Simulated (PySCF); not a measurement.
CCl₂F (SMILES F[C](Cl)Cl), doublet, at a GFN2-xTB geometry, with bond 1-2 at 1.6 times its length; B3LYP/STO-3G in PySCF.

The PySCF input:
```python
from pyscf import gto, scf, dft

mol = gto.Mole()
mol.atom = '''
    F    -0.05928610    2.38215013   -0.29867704
    C    -0.01635213    0.31964443    0.30494405
    Cl    1.47801092   -0.44134869    0.00095220
    Cl   -1.44937648   -0.52313725   -0.07029291
'''
mol.basis = 'sto-3g'
mol.spin = 1
mol.verbose = 4
mol.build()

mf = dft.UKS(mol)
mf.xc = 'b3lyp'
mf.DIIS = scf.EDIIS
mf.kernel()
```

What the program printed (banner, timings and long lists left out):

```
PySCF version 2.14.0

[INPUT] verbose = 4
[INPUT] num. atoms = 4
[INPUT] num. electrons = 49
[INPUT] charge = 0
[INPUT] spin (= nelec alpha-beta = 2S) = 1
[INPUT] symmetry False subgroup None
[INPUT] Mole.unit = angstrom
[INPUT] Symbol           X                Y                Z      unit          X                Y                Z       unit  Magmom
[INPUT]  1 F     -0.059286100000   2.382150130000  -0.298677040000 AA   -0.112034491994   4.501611333297  -0.564417805296 Bohr   0.0
[INPUT]  2 C     -0.016352130000   0.319644430000   0.304944050000 AA   -0.030901047253   0.604040429943   0.576260737816 Bohr   0.0
[INPUT]  3 Cl     1.478010920000  -0.441348690000   0.000952200000 AA    2.793035847916  -0.834028149536   0.001799397216 Bohr   0.0
[INPUT]  4 Cl    -1.449376480000  -0.523137250000  -0.070292910000 AA   -2.738924598586  -0.988586128058  -0.132834348399 Bohr   0.0

nuclear repulsion = 178.992502948714
number of shells = 16
number of NR pGTOs = 84
number of NR cGTOs = 28
basis = sto-3g
ecp = {}

******** <class 'pyscf.dft.uks.UKS'> ********
method = UKS
initial guess = minao
damping factor = 0
level_shift factor = 0
DIIS = <class 'pyscf.scf.diis.EDIIS'>
diis_start_cycle = 1
diis_space = 8
diis_damp = 0
SCF conv_tol = 1e-09
SCF conv_tol_grad = None
SCF max_cycles = 50
direct_scf = True
direct_scf_tol = 1e-13
number electrons alpha = 25  beta = 24
XC library pyscf.dft.libxc version 7.1.2
    S. Lehtola, C. Steigemann, M. J. T. Oliveira, and M. A. L. Marques,  SoftwareX 7, 1–5 (2018)
XC functionals = b3lyp
    P. J. Stephens, F. J. Devlin, C. F. Chabalowski, and M. J. Frisch,  J. Phys. Chem. 98, 11623 (1994)
radial grids:
    Treutler-Ahlrichs [JCP 102, 346 (1995); DOI:10.1063/1.469408] (M4) radial grids

becke partition: Becke, JCP 88, 2547 (1988); DOI:10.1063/1.454033
pruning grids: <function nwchem_prune>
grids dens level: 3
symmetrized grids: False
atomic radii adjust function: <function treutler_atomic_radii_adjust>
small_rho_cutoff = 0
Set gradient conv threshold to 3.16228e-05
tot grids = 66144
init E= -1045.73193691716

cycle= 1 E= -1045.75461893941  delta_E= -0.0227  |g|= 0.49  |ddm|= 1.96
cycle= 2 E= -1033.87929004251  delta_E= 11.9  |g|= 1.07  |ddm|= 5.46
cycle= 3 E= -1045.49919868004  delta_E= -11.6  |g|= 0.478  |ddm|= 5.56
cycle= 4 E= -1045.52817056835  delta_E= -0.029  |g|= 0.44  |ddm|= 0.0948
cycle= 5 E= -1045.52817057549  delta_E= -7.14e-09  |g|= 0.44  |ddm|= 1.69e-08
cycle= 6 E= -1045.52817056632  delta_E= 9.17e-09  |g|= 0.44  |ddm|= 2.18e-08
cycle= 7 E= -1045.52817058367  delta_E= -1.74e-08  |g|= 0.44  |ddm|= 4.12e-08
cycle= 8 E= -1045.52817057215  delta_E= 1.15e-08  |g|= 0.44  |ddm|= 2.74e-08
cycle= 9 E= -1045.52817057103  delta_E= 1.12e-09  |g|= 0.44  |ddm|= 2.66e-09
cycle= 10 E= -1045.52817056763  delta_E= 3.4e-09  |g|= 0.44  |ddm|= 8.07e-09
cycle= 11 E= -1033.76894686832  delta_E= 11.8  |g|= 0.89  |ddm|= 5.58
cycle= 12 E= -1045.50017079609  delta_E= -11.7  |g|= 0.474  |ddm|= 5.58
cycle= 13 E= -1045.52046125987  delta_E= -0.0203  |g|= 0.449  |ddm|= 0.0551
cycle= 14 E= -1045.52046125837  delta_E= 1.5e-09  |g|= 0.449  |ddm|= 3.49e-09
cycle= 15 E= -1045.52046125837  delta_E= -2.96e-12  |g|= 0.449  |ddm|= 5.04e-12
cycle= 16 E= -1045.52046124318  delta_E= 1.52e-08  |g|= 0.449  |ddm|= 3.53e-08
cycle= 17 E= -1045.52046125919  delta_E= -1.6e-08  |g|= 0.449  |ddm|= 3.72e-08
cycle= 18 E= -1045.52046125993  delta_E= -7.41e-10  |g|= 0.449  |ddm|= 1.72e-09
cycle= 19 E= -1045.52046125837  delta_E= 1.56e-09  |g|= 0.449  |ddm|= 3.63e-09
cycle= 20 E= -1033.76196364014  delta_E= 11.8  |g|= 0.89  |ddm|= 5.58
cycle= 21 E= -1045.50411705641  delta_E= -11.7  |g|= 0.469  |ddm|= 5.58
cycle= 22 E= -1045.51636118394  delta_E= -0.0122  |g|= 0.454  |ddm|= 0.033
cycle= 23 E= -1045.51636118382  delta_E= 1.2e-10  |g|= 0.454  |ddm|= 2.79e-10
cycle= 24 E= -1045.5163611842  delta_E= -3.83e-10  |g|= 0.454  |ddm|= 8.79e-10
cycle= 25 E= -1045.51636118169  delta_E= 2.51e-09  |g|= 0.454  |ddm|= 5.76e-09
cycle= 26 E= -1045.51636118408  delta_E= -2.39e-09  |g|= 0.454  |ddm|= 5.48e-09
cycle= 27 E= -1045.51636118336  delta_E= 7.17e-10  |g|= 0.454  |ddm|= 1.64e-09
cycle= 28 E= -1045.51636118408  delta_E= -7.18e-10  |g|= 0.454  |ddm|= 1.65e-09
cycle= 29 E= -1033.75789699201  delta_E= 11.8  |g|= 0.89  |ddm|= 5.58
cycle= 30 E= -1045.50655440464  delta_E= -11.7  |g|= 0.466  |ddm|= 5.58
cycle= 31 E= -1045.51388790338  delta_E= -0.00733  |g|= 0.457  |ddm|= 0.0198
cycle= 32 E= -1045.51388786301  delta_E= 4.04e-08  |g|= 0.457  |ddm|= 9.18e-08
cycle= 33 E= -1045.5138879025  delta_E= -3.95e-08  |g|= 0.457  |ddm|= 8.98e-08
cycle= 34 E= -1045.51388790337  delta_E= -8.74e-10  |g|= 0.457  |ddm|= 1.99e-09
cycle= 35 E= -1045.51388790321  delta_E= 1.61e-10  |g|= 0.457  |ddm|= 3.68e-10
cycle= 36 E= -1045.5138879035  delta_E= -2.82e-10  |g|= 0.457  |ddm|= 6.43e-10
cycle= 37 E= -1045.51388790328  delta_E= 2.18e-10  |g|= 0.457  |ddm|= 4.98e-10
cycle= 38 E= -1033.75545486546  delta_E= 11.8  |g|= 0.89  |ddm|= 5.58
cycle= 39 E= -1045.50801548385  delta_E= -11.8  |g|= 0.464  |ddm|= 5.58
cycle= 40 E= -1045.51239711726  delta_E= -0.00438  |g|= 0.459  |ddm|= 0.0118
cycle= 41 E= -1045.51239711493  delta_E= 2.33e-09  |g|= 0.459  |ddm|= 5.27e-09
cycle= 42 E= -1045.51239711499  delta_E= -5.78e-11  |g|= 0.459  |ddm|= 1.25e-10
cycle= 43 E= -1045.51239711346  delta_E= 1.53e-09  |g|= 0.459  |ddm|= 3.46e-09
cycle= 44 E= -1045.51239711472  delta_E= -1.27e-09  |g|= 0.459  |ddm|= 2.87e-09
cycle= 45 E= -1045.51239711481  delta_E= -9.23e-11  |g|= 0.459  |ddm|= 2.11e-10
cycle= 46 E= -1045.51239712114  delta_E= -6.32e-09  |g|= 0.459  |ddm|= 1.43e-08
cycle= 47 E= -1033.75399211566  delta_E= 11.8  |g|= 0.89  |ddm|= 5.58
cycle= 48 E= -1045.50888725611  delta_E= -11.8  |g|= 0.463  |ddm|= 5.58
cycle= 49 E= -1045.5115021924  delta_E= -0.00261  |g|= 0.46  |ddm|= 0.00704
cycle= 50 E= -1045.51150218817  delta_E= 4.23e-09  |g|= 0.46  |ddm|= 9.55e-09
SCF not converged.
SCF energy = -1045.51150218817 after 50 cycles  <S^2> = 0.75086214  2S+1 = 2.000862
```

The run did not converge; its last values are not results.
